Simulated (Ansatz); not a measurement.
A geometry relaxed with PBE0-D4/def2-TZVP in Ansatz (an electronic-structure program), charge 0, multiplicity 1:

```xyz
10

H     -2.3182     0.8301     1.0689
H     -0.5892     1.1419    -1.5528
H      0.9119    -1.4666    -1.0392
B     -0.6309     0.3293    -0.6599
B      0.7615    -0.4607    -0.3876
H      1.9651    -0.4749     1.7658
B     -2.0537     0.1598     0.1095
B      1.9607    -0.0662     0.6377
H     -2.8886    -0.6207    -0.2523
H      2.8815     0.6279     0.3100
```

### Question
Write the SMILES of this molecule.

### Answer
`BBBB`
